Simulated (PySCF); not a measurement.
Cl$_{2}$OTi, triplet, geometry from GFN2-xTB (such geometries of metal compounds can be far from the true shape) (the multiplicity is a formal guess); PySCF with CASSCF(6,7)/STO-3G.

PySCF was given this input:
```python
from pyscf import gto, scf, mcscf
import numpy

mol = gto.Mole()
mol.atom = '''
    Ti   -0.253933    0.193549   -0.181697
    Cl    1.678470   -0.129388   -1.042363
    Cl   -0.693020   -0.621727    1.747484
    O    -1.395767    1.063860   -0.998716
'''
mol.basis = 'sto-3g'
mol.charge = 0
mol.spin = 2
mol.verbose = 4
mol.build()

mf = scf.ROHF(mol)
mf.kernel()
mc = mcscf.CASSCF(mf, 7, 6)
mc.fix_spin_(ss=2.0)
mc.conv_tol = 1e-5
mc.kernel()
occ = numpy.linalg.eigvalsh(mc.fcisolver.make_rdm1(mc.ci, mc.ncas, mc.nelecas))[::-1]
ss = mc.fcisolver.spin_square(mc.ci, mc.ncas, mc.nelecas)[0]
print('natural occupations', occ.round(4), ' <S^2>', round(ss, 4))
```

What the program printed (banner, timings and long lists left out):

```
PySCF version 2.14.0

[INPUT] verbose = 4
[INPUT] num. atoms = 4
[INPUT] num. electrons = 64
[INPUT] charge = 0
[INPUT] spin (= nelec alpha-beta = 2S) = 2
[INPUT] symmetry False subgroup None
[INPUT] Mole.unit = angstrom
[INPUT] Symbol           X                Y                Z      unit          X                Y                Z       unit  Magmom
[...]
nuclear repulsion = 326.391357535349
number of shells = 21
number of NR pGTOs = 123
number of NR cGTOs = 41
basis = sto-3g
ecp = {}

******** <class 'pyscf.scf.rohf.ROHF'> ********
method = ROHF
initial guess = minao
damping factor = 0
level_shift factor = 0
DIIS = <class 'pyscf.scf.diis.CDIIS'>
diis_start_cycle = 1
diis_space = 8
diis_damp = 0
SCF conv_tol = 1e-09
SCF conv_tol_grad = None
SCF max_cycles = 50
direct_scf = True
direct_scf_tol = 1e-13
num. doubly occ = 31  num. singly occ = 2
Set gradient conv threshold to 3.16228e-05
init E= -1821.36763628578
[...]
cycle= 1 E= -1822.82947176034  delta_E= -1.46  |g|= 0.52  |ddm|= 2.29
[...]
cycle= 2 E= -1822.9174958217  delta_E= -0.088  |g|= 0.453  |ddm|= 1.26
[...]
cycle= 3 E= -1822.99465964329  delta_E= -0.0772  |g|= 0.0385  |ddm|= 0.424
[...]
cycle= 4 E= -1822.99634149377  delta_E= -0.00168  |g|= 0.00952  |ddm|= 0.139
[...]
cycle= 5 E= -1822.99644709174  delta_E= -0.000106  |g|= 0.00559  |ddm|= 0.0414
[...]
cycle= 6 E= -1822.99648704034  delta_E= -3.99e-05  |g|= 0.00243  |ddm|= 0.0215
[...]
cycle= 7 E= -1822.99649905066  delta_E= -1.2e-05  |g|= 0.000818  |ddm|= 0.0099
[...]
cycle= 8 E= -1822.99650046156  delta_E= -1.41e-06  |g|= 0.000384  |ddm|= 0.00399
[...]
cycle= 9 E= -1822.99650077464  delta_E= -3.13e-07  |g|= 8.72e-05  |ddm|= 0.00153
[...]
cycle= 10 E= -1822.9965007982  delta_E= -2.36e-08  |g|= 2.2e-05  |ddm|= 0.000517
[...]
cycle= 11 E= -1822.99650079974  delta_E= -1.54e-09  |g|= 6.67e-06  |ddm|= 0.000147
[...]
cycle= 12 E= -1822.99650079982  delta_E= -7.91e-11  |g|= 1.64e-06  |ddm|= 2.95e-05
[...]
Extra cycle  E= -1822.99650079982  delta_E= 1.82e-12  |g|= 7.87e-07  |ddm|= 4.79e-06
converged SCF energy = -1822.99650079982

******** <class 'pyscf.mcscf.mc1step.CASSCF'> ********
CAS (4e+2e, 7o), ncore = 29, nvir = 5
max_cycle_macro = 50
max_cycle_micro = 4
conv_tol = 1e-05
conv_tol_grad = None
orbital rotation max_stepsize = 0.02
orbital rotation threshold for CI restart = 0.01
augmented hessian ah_max_cycle = 30
augmented hessian ah_conv_tol = 1e-12
augmented hessian ah_linear dependence = 1e-14
augmented hessian ah_level shift = 1e-08
[...]
CASCI E = -1822.99849474520  S^2 = 2.0000000
[...]
               |grad[o]|=0.00378  |grad[c]|=0.00433  |ddm|=0.00544  |maxRot[o]|=0.0244
macro iter  19 ( 21 JK    4 micro), CASSCF E = -1823.00796426602  dE = -1.74711208e-05  S^2 = 2.0000000
               |grad[o]|=0.00376  |grad[c]|=0.00427  |ddm|=0.00541  |maxRot[o]|=0.0208
macro iter  20 ( 21 JK    4 micro), CASSCF E = -1823.00797883586  dE = -1.45698439e-05  S^2 = 2.0000000
               |grad[o]|=0.00375  |grad[c]|=0.00422  |ddm|=0.00536  |maxRot[o]|=0.0172
macro iter  21 ( 21 JK    4 micro), CASSCF E = -1823.00799079199  dE = -1.19561303e-05  S^2 = 2.0000000
               |grad[o]|=0.00373  |grad[c]|=0.00417  |ddm|=0.00533  |maxRot[o]|=0.0142
macro iter  22 ( 21 JK    4 micro), CASSCF E = -1823.00800187128  dE = -1.10792898e-05  S^2 = 2.0000000
               |grad[o]|=0.00372  |grad[c]|=0.00414  |ddm|=0.00531  |maxRot[o]|=0.0112
macro iter  23 ( 21 JK    4 micro), CASSCF E = -1823.00801216721  dE = -1.02959284e-05  S^2 = 2.0000000
               |grad[o]|=0.00371  |grad[c]|=0.00411  |ddm|=0.00528  |maxRot[o]|=0.0096
macro iter  24 ( 21 JK    4 micro), CASSCF E = -1823.00801939582  dE = -7.22860773e-06  S^2 = 2.0000000
               |grad[o]|=0.00369  |grad[c]|=0.00408  |ddm|=0.00527  |maxRot[o]|=0.00656
macro iter  25 ( 16 JK    3 micro), CASSCF E = -1823.00853647457  dE = -5.17078746e-04  S^2 = 2.0000000
               |grad[o]|=0.00368  |grad[c]|=0.00126  |ddm|=0.00512  |maxRot[o]|=0.0719
macro iter  26 ( 11 JK    2 micro), CASSCF E = -1823.00903758796  dE = -5.01113390e-04  S^2 = 2.0000000
               |grad[o]|=0.00306  |grad[c]|=0.00217  |ddm|=0.00495  |maxRot[o]|=0.0875
macro iter  27 ( 10 JK    2 micro), CASSCF E = -1823.00914686906  dE = -1.09281107e-04  S^2 = 2.0000000
               |grad[o]|=0.00228  |grad[c]|=0.00119  |ddm|=0.00157  |maxRot[o]|=0.0419
macro iter  28 ( 11 JK    2 micro), CASSCF E = -1823.00915366132  dE = -6.79226036e-06  S^2 = 2.0000000
               |grad[o]|=0.00207  |grad[c]|=0.00188  |ddm|=0.000777  |maxRot[o]|=0.00503
1-step CASSCF converged in  28 macro (538 JK 103 micro) steps
CASSCF canonicalization
Density matrix diagonal elements [1.98885892 1.98866565 1.00000785 0.99839481 0.00598695 0.00694363
 0.01114219]
CASSCF energy = -1823.00915366132
CASCI E = -1823.00915366132  E(CI) = -7.62818090204291  S^2 = 2.0000000
natural occupations [1.9901e+00 1.9889e+00 1.0000e+00 9.9840e-01 1.1300e-02 1.0900e-02
 4.0000e-04]  <S^2> 2.0
```
